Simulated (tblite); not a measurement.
Record of a relaxation.

Species: C2H4BrOSi (doublet state).
Atom-mapped SMILES: `[SiH3:1][O:2]/[CH:3]=[C:4]\[Br:5]` (hydrogens: H6, H7, H8 on Si1; H9 on C3)
Bond orders are those of one Lewis drawing.

Computed with GFN2-xTB (tblite), gas phase: L-BFGS steps from a force-field or distance-geometry start until the largest atomic force falls under 0.01 eV/Å. 14 of its 103 geometries are shown.

Step 0: E = -438.4364 eV, largest atomic force 1.945 eV/Å
```
atom  x, y, z in Å  |  force x, y, z in eV/Å
Si1     1.262   -0.224   -0.044   -0.718  -0.801  -0.900
O2     -0.247   -0.351   -0.921    1.019  -0.665   1.518
C3     -1.400   -0.422   -0.165   -0.116   1.894   0.335
C4     -1.812    0.727    0.388    1.162  -0.211  -0.867
Br5    -0.794    2.333    0.173   -1.322  -0.453   0.264
H6      1.461   -1.542    0.589   -0.103   0.166  -0.161
H7      1.225    0.748    1.033    0.116  -0.048   0.076
H8      2.299    0.070   -1.042   -0.523  -0.005   0.036
H9     -1.981   -1.333   -0.035    0.484   0.122  -0.303
```

Step 8: E = -438.9983 eV, largest atomic force 0.357 eV/Å
```
atom  x, y, z in Å  |  force x, y, z in eV/Å
Si1     1.319   -0.342   -0.022    0.083   0.038   0.097
O2     -0.127   -0.525   -0.754   -0.108   0.332   0.041
C3     -1.345   -0.324   -0.182   -0.073  -0.277  -0.017
C4     -1.788    0.810    0.296    0.166   0.150  -0.224
Br5    -1.086    2.511    0.255   -0.226  -0.268   0.066
H6      1.508   -1.645    0.617    0.268   0.049   0.003
H7      1.274    0.702    1.011    0.084  -0.132  -0.057
H8      2.160    0.074   -1.135    0.003  -0.152   0.029
H9     -1.902   -1.255   -0.110   -0.197   0.260   0.061
```

Step 16: E = -439.0720 eV, largest atomic force 0.225 eV/Å
```
atom  x, y, z in Å  |  force x, y, z in eV/Å
Si1     1.360   -0.381   -0.004   -0.017   0.092   0.063
O2     -0.108   -0.506   -0.697   -0.152   0.040   0.110
C3     -1.351   -0.294   -0.195   -0.190  -0.113   0.041
C4     -1.857    0.843    0.196    0.131   0.143  -0.008
Br5    -1.248    2.560    0.313   -0.044  -0.069  -0.012
H6      1.687   -1.655    0.623    0.023  -0.102   0.010
H7      1.359    0.651    1.028    0.041   0.052   0.034
H8      2.145   -0.027   -1.164    0.146  -0.007  -0.133
H9     -1.972   -1.184   -0.127    0.063  -0.036  -0.105
```

Step 24: E = -439.0847 eV, largest atomic force 0.103 eV/Å
```
atom  x, y, z in Å  |  force x, y, z in eV/Å
Si1     1.376   -0.374    0.002   -0.018   0.032   0.055
O2     -0.116   -0.505   -0.633   -0.027  -0.015  -0.021
C3     -1.378   -0.291   -0.186   -0.025  -0.031  -0.002
C4     -1.882    0.856    0.183    0.017   0.025   0.002
Br5    -1.282    2.573    0.320   -0.014  -0.102  -0.004
H6      1.720   -1.658    0.606    0.001  -0.063   0.032
H7      1.404    0.658    1.034    0.054   0.045  -0.004
H8      2.163   -0.065   -1.178    0.006   0.029  -0.044
H9     -1.993   -1.188   -0.174    0.008   0.080  -0.015
```

Step 31: E = -439.0883 eV, largest atomic force 0.055 eV/Å
```
atom  x, y, z in Å  |  force x, y, z in eV/Å
Si1     1.383   -0.373    0.016   -0.011  -0.012  -0.024
O2     -0.116   -0.517   -0.601    0.029  -0.014  -0.015
C3     -1.387   -0.291   -0.194    0.013  -0.006   0.033
C4     -1.892    0.854    0.177   -0.036  -0.018  -0.013
Br5    -1.293    2.562    0.330    0.036   0.036   0.022
H6      1.722   -1.666    0.613   -0.006   0.040   0.020
H7      1.460    0.682    1.024    0.004  -0.002   0.004
H8      2.149   -0.066   -1.183   -0.005  -0.003  -0.004
H9     -2.013   -1.178   -0.206   -0.023  -0.022  -0.023
```

Step 39: E = -439.0903 eV, largest atomic force 0.046 eV/Å
```
atom  x, y, z in Å  |  force x, y, z in eV/Å
Si1     1.382   -0.368    0.014    0.001  -0.002  -0.002
O2     -0.120   -0.530   -0.588    0.021  -0.012   0.015
C3     -1.394   -0.299   -0.193    0.006   0.005  -0.045
C4     -1.899    0.851    0.163   -0.012  -0.018   0.019
Br5    -1.272    2.547    0.357    0.022   0.019   0.019
H6      1.720   -1.645    0.643    0.009   0.008  -0.011
H7      1.490    0.694    1.012   -0.031   0.031  -0.002
H8      2.135   -0.066   -1.196   -0.004  -0.028   0.002
H9     -2.028   -1.179   -0.237   -0.012  -0.003   0.004
```

Step 47: E = -439.0950 eV, largest atomic force 0.078 eV/Å
```
atom  x, y, z in Å  |  force x, y, z in eV/Å
Si1     1.377   -0.343    0.019   -0.025  -0.033  -0.058
O2     -0.124   -0.575   -0.567   -0.058  -0.023   0.029
C3     -1.408   -0.313   -0.223    0.062   0.009   0.035
C4     -1.888    0.841    0.157    0.005  -0.038   0.015
Br5    -1.190    2.496    0.446   -0.014   0.045   0.004
H6      1.731   -1.585    0.706    0.015   0.017  -0.004
H7      1.474    0.766    0.968   -0.008   0.000  -0.051
H8      2.106   -0.108   -1.223   -0.002  -0.002   0.078
H9     -2.066   -1.173   -0.308    0.024   0.026  -0.048
```

Step 55: E = -439.1115 eV, largest atomic force 0.089 eV/Å
```
atom  x, y, z in Å  |  force x, y, z in eV/Å
Si1     1.383   -0.338    0.029    0.004  -0.011   0.041
O2     -0.146   -0.762   -0.319   -0.040   0.002   0.043
C3     -1.415   -0.310   -0.271   -0.014   0.015  -0.001
C4     -1.865    0.855    0.110    0.007   0.023  -0.029
Br5    -1.199    2.449    0.680    0.014  -0.039   0.002
H6      1.832   -1.474    0.822    0.028  -0.035   0.025
H7      1.525    0.901    0.792   -0.017  -0.003  -0.039
H8      2.022   -0.247   -1.276    0.049   0.059  -0.046
H9     -2.123   -1.067   -0.593   -0.032  -0.010   0.003
```

Step 63: E = -439.1199 eV, largest atomic force 0.079 eV/Å
```
atom  x, y, z in Å  |  force x, y, z in eV/Å
Si1     1.379   -0.352    0.034   -0.051   0.057  -0.020
O2     -0.170   -0.812   -0.157   -0.024  -0.006   0.017
C3     -1.418   -0.306   -0.283    0.053  -0.002  -0.010
C4     -1.861    0.875    0.052    0.023  -0.038  -0.028
Br5    -1.191    2.403    0.770    0.014   0.044   0.012
H6      1.869   -1.447    0.858    0.009  -0.025  -0.015
H7      1.533    0.940    0.697    0.012   0.013   0.046
H8      1.985   -0.270   -1.294   -0.047  -0.023   0.000
H9     -2.112   -1.027   -0.703    0.011  -0.021  -0.002
```

Step 71: E = -439.1266 eV, largest atomic force 0.091 eV/Å
```
atom  x, y, z in Å  |  force x, y, z in eV/Å
Si1     1.371   -0.347    0.054    0.007   0.044  -0.020
O2     -0.185   -0.814    0.018   -0.024   0.021  -0.007
C3     -1.401   -0.301   -0.279    0.025   0.029  -0.006
C4     -1.850    0.903   -0.043    0.018  -0.018   0.051
Br5    -1.234    2.407    0.777    0.014  -0.006  -0.049
H6      1.882   -1.481    0.803    0.060  -0.043   0.053
H7      1.595    0.938    0.718   -0.022  -0.043   0.002
H8      1.886   -0.272   -1.315   -0.054   0.030   0.006
H9     -2.050   -1.026   -0.759   -0.024  -0.013  -0.030
```

Step 78: E = -439.1312 eV, largest atomic force 0.048 eV/Å
```
atom  x, y, z in Å  |  force x, y, z in eV/Å
Si1     1.368   -0.351    0.070   -0.039   0.000  -0.009
O2     -0.191   -0.816    0.060    0.015  -0.017   0.017
C3     -1.393   -0.300   -0.284   -0.027  -0.034   0.011
C4     -1.849    0.900   -0.046    0.023  -0.008  -0.023
Br5    -1.215    2.418    0.729    0.007   0.009  -0.008
H6      1.911   -1.494    0.785    0.012  -0.011  -0.002
H7      1.606    0.914    0.761   -0.007   0.003   0.013
H8      1.805   -0.236   -1.321    0.035   0.029  -0.014
H9     -2.029   -1.028   -0.780   -0.017   0.029   0.015
```

Step 86: E = -439.1439 eV, largest atomic force 0.275 eV/Å
```
atom  x, y, z in Å  |  force x, y, z in eV/Å
Si1     1.357   -0.341    0.080    0.016  -0.157   0.060
O2     -0.184   -0.869   -0.005   -0.037   0.037   0.019
C3     -1.414   -0.343   -0.232    0.202   0.113  -0.079
C4     -1.802    0.893   -0.070   -0.080  -0.002  -0.018
Br5    -1.110    2.483    0.477    0.013  -0.081  -0.012
H6      1.933   -1.565    0.651   -0.067   0.222  -0.148
H7      1.539    0.816    0.963   -0.012  -0.072  -0.035
H8      1.810    0.009   -1.274   -0.037  -0.038   0.131
H9     -2.115   -1.076   -0.617    0.001  -0.023   0.082
```

Step 94: E = -439.1821 eV, largest atomic force 0.068 eV/Å
```
atom  x, y, z in Å  |  force x, y, z in eV/Å
Si1     1.321   -0.318    0.137    0.048  -0.043   0.021
O2     -0.197   -0.902    0.020   -0.002  -0.026  -0.004
C3     -1.424   -0.371   -0.178   -0.019  -0.052   0.004
C4     -1.766    0.888   -0.184   -0.018   0.055   0.000
Br5    -0.918    2.484    0.033   -0.005  -0.026  -0.015
H6      2.002   -1.595    0.304   -0.033   0.041   0.018
H7      1.480    0.583    1.280   -0.010  -0.036  -0.017
H8      1.696    0.371   -1.095   -0.001   0.045  -0.022
H9     -2.180   -1.133   -0.342    0.040   0.041   0.015
```

Step 102: E = -439.1859 eV, largest atomic force 0.007 eV/Å
```
atom  x, y, z in Å  |  force x, y, z in eV/Å
Si1     1.318   -0.319    0.139   -0.001   0.001   0.002
O2     -0.193   -0.911   -0.021    0.006  -0.003   0.000
C3     -1.426   -0.373   -0.155   -0.002   0.006   0.003
C4     -1.759    0.889   -0.195    0.001   0.001   0.002
Br5    -0.883    2.480   -0.103   -0.001  -0.003  -0.002
H6      2.010   -1.596    0.217   -0.002   0.003   0.000
H7      1.444    0.488    1.352    0.000  -0.002   0.003
H8      1.699    0.480   -1.025    0.001  -0.001  -0.005
H9     -2.197   -1.132   -0.234   -0.003  -0.003  -0.003
```

Problem. Summarise the path.

Solution. The energy falls by 17.28 kcal/mol from step 0 to step 102; nine tenths of that is first reached at step 55. It rises by more than 0.2 meV at steps 53, 88 and 90. The largest force goes from 1.945 to 0.007 eV/Å. Among the bonds Si1–O2 changes most, from 1.749 to 1.631 Å; the atoms move by 0.573 Å rms after alignment.

Problem. Follow the three bonds and two angles with the largest change from start to end.

Solution. 
| step | E above end (kcal/mol) | largest force (eV/Å) | Si1–O2 (Å) | C4–Br5 (Å) | C3=C4 (Å) | Si1–O2–C3 (°) | C3–C4–Br5 (°) |
| --- | --- | --- | --- | --- | --- | --- | --- |
| 0 | 17.28 | 1.945 | 1.749 | 1.914 | 1.340 | 116.7 | 120.7 |
| 4 | 7.35 | 0.665 | 1.639 | 1.811 | 1.312 | 123.8 | 126.4 |
| 9 | 3.97 | 0.308 | 1.633 | 1.831 | 1.306 | 126.5 | 133.4 |
| 13 | 3.13 | 0.260 | 1.630 | 1.815 | 1.305 | 129.0 | 136.6 |
| 18 | 2.49 | 0.146 | 1.631 | 1.819 | 1.305 | 132.0 | 135.6 |
| 22 | 2.37 | 0.087 | 1.628 | 1.820 | 1.306 | 134.7 | 136.8 |
| 27 | 2.29 | 0.052 | 1.628 | 1.820 | 1.306 | 136.0 | 135.7 |
| 31 | 2.25 | 0.055 | 1.627 | 1.817 | 1.305 | 137.5 | 136.2 |
| 35 | 2.23 | 0.046 | 1.627 | 1.822 | 1.306 | 137.2 | 135.6 |
| 40 | 2.20 | 0.046 | 1.626 | 1.819 | 1.305 | 138.6 | 135.9 |
| 44 | 2.15 | 0.074 | 1.625 | 1.823 | 1.306 | 140.2 | 134.9 |
| 49 | 2.02 | 0.103 | 1.628 | 1.818 | 1.306 | 139.2 | 136.1 |
| 53 | 3.00 | 1.032 | 1.652 | 1.841 | 1.305 | 137.1 | 138.9 |
| 58 | 1.62 | 0.065 | 1.628 | 1.817 | 1.305 | 140.8 | 139.5 |
| 62 | 1.54 | 0.117 | 1.626 | 1.817 | 1.306 | 141.8 | 137.4 |
| 67 | 1.45 | 0.098 | 1.626 | 1.821 | 1.305 | 140.9 | 137.4 |
| 71 | 1.37 | 0.091 | 1.626 | 1.820 | 1.306 | 139.2 | 136.6 |
| 75 | 1.32 | 0.080 | 1.627 | 1.816 | 1.305 | 139.1 | 137.1 |
| 80 | 1.25 | 0.050 | 1.625 | 1.819 | 1.305 | 138.2 | 136.4 |
| 84 | 1.16 | 0.184 | 1.625 | 1.817 | 1.305 | 138.5 | 137.9 |
| 89 | 0.40 | 0.215 | 1.634 | 1.830 | 1.306 | 135.2 | 135.4 |
| 93 | 0.15 | 0.146 | 1.631 | 1.825 | 1.305 | 135.3 | 136.1 |
| 98 | 0.01 | 0.025 | 1.631 | 1.820 | 1.305 | 135.3 | 136.1 |
| 102 | 0.00 | 0.007 | 1.631 | 1.819 | 1.305 | 135.3 | 136.2 |

The cost below is that of the whole relaxation. Hardware: Arm Neoverse V1, one thread, no GPU, shared host with 32 logical CPUs at a one-minute load of 27. Cost: 0.53 s wall.
